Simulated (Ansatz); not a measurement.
InF₃⁺. Charge 1, multiplicity 2. Geometry PBE0-D4/def2-TZVP, that of the neutral singlet; atoms count from 1.

```xyz
4

In    0.0005    0.0000   -0.0003
F    -0.8303    1.6561    0.4972
F    -0.9236   -1.6571    0.2826
F     1.7534    0.0010   -0.7795
```

In the def2 sets In takes a core potential; there is no spin–orbit coupling.

(1) Estimate the Mulliken populations from the PBE0/def2-TZVP orbitals of Ansatz.

(2) Where does the spin sit?

(3) And the Mayer bond orders between bonded heavy atoms (over 0.3)?

## Answers

(1) 
| atom | charge (e) | spin (α − β) |
| --- | --- | --- |
| In1 | 1.49 | -0.08 |
| F2 | -0.17 | 0.36 |
| F3 | -0.17 | 0.36 |
| F4 | -0.16 | 0.36 |
Mulliken values and Mayer orders depend strongly on the basis.

(2) Summed by element: In -0.08, F 1.08, of 1 unpaired in all. Largest on single atoms: F2 0.36, F3 0.36, F4 0.36.

(3) In1–F2 0.82 (1.92 Å); In1–F3 0.82 (1.92 Å); In1–F4 0.84 (1.92 Å).
